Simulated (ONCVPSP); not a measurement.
## Transferability test, ONCV potential for tantalum

tantalum, optimised norm-conserving Vanderbilt (ONCV), made with ONCVPSP 4.0.1 (PW91, scalar-relativistic). Core [Kr] 4d10, reference 4f14 5s2 5p6 5d3 6s2. Waves: 5s+6s: rc 1.75 bohr, ncon 3, nbas 8, qcut 7.1 1/bohr, 2 projectors; 5p: rc 1.35 bohr, ncon 4, nbas 9, qcut 6.1 1/bohr, 2 projectors, debl 0.3 Ha; 5d: rc 1.75 bohr, ncon 4, nbas 7, qcut 4.9 1/bohr, 2 projectors, debl 2.1 Ha; 4f: rc 0.90 bohr, ncon 4, nbas 9, qcut 16.3 1/bohr, 2 projectors, debl 2.2 Ha. Local part: polynomial inside 0.90 bohr (lpopt 5, dvloc0 0 Ha). Core correction: Teter function, fcfact 2.5, rcfact 1.35.

In the p channel the program set the typed energies aside and used -1.450, 0.250 Ha.

Energies are relative to the spin-unpolarised reference configuration 4f14 5s2 5p6 5d3 6s2; without spin polarisation the order of configurations can differ from experiment.

| valence configuration | charge | ΔE all-electron (eV) | error AE − PS (meV) |
| --- | --- | --- | --- |
| 4f14 5s2 5p6 5d3 6s0 | +2 | 23.558 | -12 |
| 4f14 5s2 5p6 5d2 6s0 | +3 | 47.233 | -11 |
| 4f14 5s2 5p6 5d3.5 6s1.5 | 0 | 0.987 | -3.0 |

(1) What are ΔE and the potential's error for 4f14 5s2 5p6 5d3 6s1?

Levels in the configuration 4f14 5s2 5p6 5d2 6s0:

| level | all-electron (eV) | pseudo (eV) |
| --- | --- | --- |
| 4f | -52.965 | -53.009 |
| 5s | -101.138 | -101.146 |
| 5p | -67.236 | -67.236 |
| 5d | -29.205 | -29.202 |

Note: ghosts flagged at negative energy: s at -125.5 eV; GHOST(+) flagged for p at 175.3 eV. A true bound ghost makes a file unfit for plane-wave use.

## Answers

(1) ΔE = 8.527 eV all-electron; the error (AE − PS) is -3.9 meV.
